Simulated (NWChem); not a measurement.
SnH₂O₂Cl₂; SMILES [OH][Sn]([OH])([Cl])[Cl]

```xyz
7

O     -1.3923    -0.2023    -1.6151
Sn    -0.2477    -0.0098    -0.0048
O     -1.4522     0.1349     1.5768
Cl     1.1219     1.9103    -0.0769
Cl     1.1284    -1.9057     0.0624
H     -2.1571     0.4022    -1.5212
H     -0.9589     0.5477     2.3150
```
Atoms are numbered in this order, from 1.

Results from NWChem. Medium grid unless said otherwise, to which SCAN and Minnesota functionals are sensitive. Structure relaxed at the PBE-D3(BJ)/def2-SVP level. def2 effective core potentials on Sn; no spin-orbit coupling.

Task: Order these by “highest occupied level (eV)”, lowest first: BP86/def2-SVP; B97-2/def2-SVP; r2SCAN0/def2-SVP; Hartree-Fock/def2-SVP; M05-2X/def2-SVP.

Result: Hartree-Fock/def2-SVP (-12.81), M05-2X/def2-SVP (-10.76), r2SCAN0/def2-SVP (-9.56), B97-2/def2-SVP (-8.98), BP86/def2-SVP (-7.61)
